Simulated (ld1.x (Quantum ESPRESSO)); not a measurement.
## Ru (Z = 44): excitation energies, all-electron against PAW

```json
{"Element": "ruthenium (Ru)", "Generator": "ld1.x (Quantum ESPRESSO) 7.5", "Type": "PAW", "Functional": "PBEsol", "Relativity": "scalar-relativistic", "Frozen core": "[Kr]", "Valence charge": "8", "Reference configuration": "4d7 5s0.75 5p0.25", "Partial waves": "5s (bound): rcut 2.35, rcutus 2.65 bohr; 5s channel at 3.05 Ry: rcut 2.35, rcutus 2.65 bohr; 5p (bound): rcut 3.35, rcutus 4.20 bohr; 5p channel at 3.75 Ry: rcut 3.35, rcutus 4.20 bohr; 4d (bound): rcut 1.65, rcutus 2.05 bohr; 4d channel at 0.3 Ry: rcut 1.65, rcutus 2.05 bohr", "Local potential": "all-electron potential smoothed inside 1.65 bohr (lloc = -1)", "Core correction": "Bessel-smoothed model core inside 1.65 bohr", "Augmentation charge": "PSQ, radius 1.80 bohr"}
```

Energies are relative to the spin-unpolarised reference configuration 4d7 5s0.75 5p0.25; without spin polarisation the order of configurations can differ from experiment.

Give the all-electron excitation energy and the error of the potential for: 4d7 5s1 5p0; 4d7 5s0 5p0; 4d6 5s0 5p0; 4d7 5s0 5p1; 4d8 5s0 5p0; 4d7 5s0.5 5p0; 4d7.5 5s0.5 5p0.

| valence configuration | charge | ΔE all-electron (eV) | error AE − PS (meV) |
| --- | --- | --- | --- |
| 4d7 5s1 5p0 | 0 | -0.857 | +0.1 |
| 4d7 5s0 5p0 | +1 | 6.442 | -3.3 |
| 4d6 5s0 5p0 | +2 | 24.627 | -57 |
| 4d7 5s0 5p1 | 0 | 2.663 | -0.7 |
| 4d8 5s0 5p0 | 0 | -1.187 | -22 |
| 4d7 5s0.5 5p0 | +0.5 | 2.018 | -0.8 |
| 4d7.5 5s0.5 5p0 | 0 | -1.170 | -7.1 |

Levels in the configuration 4d8 5s0 5p0:

```tsv
level	all-electron (eV)	pseudo (eV)
4d	-3.154	-3.140
```

Note: ghost states, extra bound levels that the all-electron valence spectrum of the same l lacks: p at -110.4 eV, s at -92.3 eV. A true bound ghost makes a file unfit for plane-wave use.
